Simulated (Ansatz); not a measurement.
Cost and result up the ladder for `C#CCCC(F)(F)C(F)(F)C(F)(F)C(F)(F)C(F)(F)C(F)(F)C(F)(F)C(F)(F)F` (34 atoms). The state is a singlet with charge 0. Geometry: PBE-D4/def2-SVP.

Cartesian coordinates in Å:
```
C -2.6607 5.7364 -2.7191
C -1.9247 4.9836 -2.0981
C -1.0373 4.0730 -1.3808
C -0.2400 3.1679 -2.3404
C 0.8468 2.3168 -1.6909
F 1.5561 3.0490 -0.7759
F 1.7144 1.9044 -2.6615
C 0.3199 1.0318 -0.9742
F -0.1555 0.1930 -1.9297
F -0.7099 1.3810 -0.1504
C 1.3844 0.2901 -0.0990
F 1.5330 0.9681 1.0611
F 2.5695 0.2792 -0.7579
C 1.1033 -1.2224 0.2527
F 1.1449 -1.9510 -0.8846
F 2.1386 -1.5935 1.0521
C -0.2229 -1.5367 1.0075
F -0.2800 -0.7939 2.1350
F -1.2640 -1.1998 0.2025
C -0.4771 -3.0459 1.3830
F -1.6708 -3.0511 2.0347
F -0.5995 -3.7543 0.2396
C 0.5768 -3.7553 2.2947
F 1.0157 -2.9005 3.2483
F 1.6180 -4.1512 1.5261
C 0.0165 -5.0254 3.0190
F -0.6372 -5.8109 2.1468
F -0.8137 -4.6783 4.0109
F 1.0446 -5.7145 3.5369
H -3.3155 6.4066 -3.2580
H -0.3237 4.6572 -0.7605
H -1.6309 3.4585 -0.6733
H 0.2932 3.7924 -3.0861
H -0.9123 2.4954 -2.9103
```

Ansatz on 2 threads of AMD EPYC 7R13 on a shared host and a share (18 GiB) of an NVIDIA H100 80GB HBM3. Times are rough, and most runs start from the orbitals of an earlier one. r2SCAN0-D4/def2-TZVP serves as the yardstick here, not as an exact answer. Differences are given only for rows in sets of like size (and for xTB, whose basis is part of the method), since another set adds its own error. Binding counts from free atoms at the same level (C triplet, F doublet, H doublet; other spins of the atoms weren't run), without zero-point energy or a counterpoise term.

Correlated methods freeze 29 core orbitals. The rows differ in basis, and correlated rows in double-zeta sets carry the largest basis error. Single mean-field runs in def2-SVP, def2-TZVP are fitted with def2-universal-jkfit.

Correlated methods converge slowly with the basis, most of all in double-zeta sets.

```json
{"level": "PBE-D4/def2-SVP", "functions": "431", "binding energy per atom (eV)": "4.90", "difference from r2SCAN0-D4/def2-TZVP (eV)": "–"}
{"level": "revPBE-D4/def2-TZVP", "functions": "929", "binding energy per atom (eV)": "4.55", "difference from r2SCAN0-D4/def2-TZVP (eV)": "0.16"}
{"level": "PBE0-D4/def2-SVP", "functions": "431", "binding energy per atom (eV)": "4.67", "difference from r2SCAN0-D4/def2-TZVP (eV)": "–"}
{"level": "r2SCAN0-D4/def2-TZVP", "functions": "929", "binding energy per atom (eV)": "4.39", "difference from r2SCAN0-D4/def2-TZVP (eV)": "0.00"}
{"level": "PBE-D4/def2-TZVP (with forces)", "functions": "929", "binding energy per atom (eV)": "4.74", "difference from r2SCAN0-D4/def2-TZVP (eV)": "0.35"}
{"level": "LDA (SPW92)/def2-TZVP (with forces)", "functions": "929", "binding energy per atom (eV)": "5.51", "difference from r2SCAN0-D4/def2-TZVP (eV)": "1.12"}
{"level": "PBE0-D4/def2-TZVP", "functions": "929", "binding energy per atom (eV)": "4.55", "difference from r2SCAN0-D4/def2-TZVP (eV)": "0.16"}
{"level": "MP2/def2-SVP", "functions": "431", "binding energy per atom (eV)": "4.50", "difference from r2SCAN0-D4/def2-TZVP (eV)": "–"}
{"level": "r2SCAN-D4/def2-TZVP", "functions": "929", "binding energy per atom (eV)": "4.55", "difference from r2SCAN0-D4/def2-TZVP (eV)": "0.16"}
```

Question: Estimate how long each takes.

Answer: PBE0-D4/def2-SVP 3.2 s; PBE-D4/def2-SVP 3.6 s; MP2/def2-SVP 4.2 s; PBE0-D4/def2-TZVP 4.6 s; revPBE-D4/def2-TZVP 4.7 s; r2SCAN-D4/def2-TZVP 6 s; r2SCAN0-D4/def2-TZVP 6 s; LDA (SPW92)/def2-TZVP (with forces) 6 s; PBE-D4/def2-TZVP (with forces) 7.5 s. On shared hardware such times vary by a factor of up to 3.
